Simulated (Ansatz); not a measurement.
Molecule: S3 (charge -1, doublet). It need not be the lowest isomer of its formula. 
Geometry from a B3LYP-D3(BJ)/def2-TZVP (Ansatz, an electronic-structure program) optimisation:
```
S
S 1 2.0105
S 1 2.0105 2 115.58
```
Charge -1, spin multiplicity 2.

Basis-set convergence of Hartree-Fock and CCSD(T) correlation energies (hartree) with Ansatz. Correlated levels leave the core frozen unless marked. Open shells are spin-unrestricted. No spin-orbit coupling. Non-relativistic. This anion needs diffuse functions, which these sets lack.

| basis | functions | E(HF) | E(corr, CCSD(T)) |
|---|---|---|---|
| cc-pV(D+d)Z | 69 | -1192.63778 | -0.43873 |
| cc-pV(T+d)Z | 117 | -1192.69264 | -0.58571 |
| cc-pV(Q+d)Z | 192 | ___ | ___ |

Complete the blanks.


- cc-pV(Q+d)Z, E(HF): -1192.70643
- cc-pV(Q+d)Z, E(corr, CCSD(T)): -0.63444
